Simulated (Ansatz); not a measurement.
[MnNCl4]2- (MnNCl₄²⁻). Total charge -2; triplet. Geometry r2SCAN-D4/def2-SVPD; atoms count from 1.

```xyz
6

Mn    0.0127   -0.0556   -0.0950
N     0.1936   -0.8464   -1.4455
Cl   -2.3768   -0.8102   -0.1954
Cl   -0.6078    2.2273    0.0142
Cl    2.4461    0.5074   -0.3216
Cl    0.3321   -1.0225    2.0432
```

A multiply charged anion in the gas phase is held together partly by the finite basis. Removing one electron lowers the energy by 0.54 eV at PBE0-D4/def2-TZVPD, so it isn't bound. The charge -2 triplet is spin-contaminated (final ⟨S²⟩ up to 3.03, 2.00 for a pure state). The highest occupied level of the charge -2 triplet lies above zero (up to 0.74 eV). The electron is either unbound and held by the finite basis, or the level is raised by self-interaction error.

**Question.** Estimate the Mulliken populations from the PBE0/def2-TZVPD orbitals of Ansatz.

**Answer.** 
| atom | charge (e) | spin (α − β) | d electrons |
| --- | --- | --- | --- |
| Mn1 | 0.52 | 3.59 | 5.20 |
| N2 | -0.24 | -1.56 | – |
| Cl3 | -0.59 | -0.05 | – |
| Cl4 | -0.55 | 0.03 | – |
| Cl5 | -0.59 | -0.05 | – |
| Cl6 | -0.55 | 0.03 | – |
Mulliken values depend strongly on the basis. With diffuse functions, as here, like atoms can get unlike values, and bond orders can come out too low or too high.

**Question.** Where does the spin sit?

**Answer.** Summed by element: Mn 3.59, N -1.56, Cl -0.03, of 2 unpaired in all. Largest on single atoms: Mn1 3.59, N2 -1.56, Cl5 -0.05.

**Question.** And the Mayer bond orders between heavy atoms (over 0.3)?

**Answer.** Mn1–N2 1.93 (1.58 Å); Mn1–Cl3 0.58 (2.51 Å); Mn1–Cl4 0.70 (2.37 Å); Mn1–Cl5 0.58 (2.51 Å); Mn1–Cl6 0.70 (2.37 Å).
